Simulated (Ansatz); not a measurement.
`[Cl][GeH2][I]` + H₂S → `[SH][GeH2][Cl]` + HI  (ligand exchange at a Ge–I bond)

Gas-phase electronic energies from Ansatz, PBE0-D4/def2-TZVP geometries. CCSD(T)/CBS is the MP2 limit (def2-TZVPP, def2-QZVPP) plus CCSD(T) − MP2 in def2-TZVPP, frozen cores. This one scheme is used for every species. Functionals use def2-TZVPP. Elements past krypton have def2 core potentials. For Ge, I outer-core shells are correlated without core-valence functions, which leaves a few kJ/mol of doubt a bond. Scalar relativity is left out up to krypton. One conformer a species, not always the lowest.

(1) Is it downhill or uphill in electronic energy at CCSD(T)/CBS, and by how much? (An estimate is asked.)

(2) What do these levels give: LDA (SPW92), BLYP-D4, PBE0-D4, B2PLYP, PBE0, MP2/def2-SVP? (An estimate is asked.)

Largest T1 diagnostic among the species: 0.010.

Answers

(1) The calculation gave: Uphill: ΔE = +34.2 kJ/mol.

(2) Computed: LDA (SPW92) 27.1, BLYP-D4 30.9, PBE0-D4 32.4, B2PLYP 32.2, PBE0 32.1, MP2/def2-SVP 32.8 kJ/mol.

At CCSD(T), def2-SVP lies −4.0 kJ/mol from the extrapolated value and def2-TZVPP −5.5 kJ/mol. From BLYP to BHLYP (50 % exact exchange), in def2-TZVPP and without D4, ΔE moves by +3.3 kJ/mol.
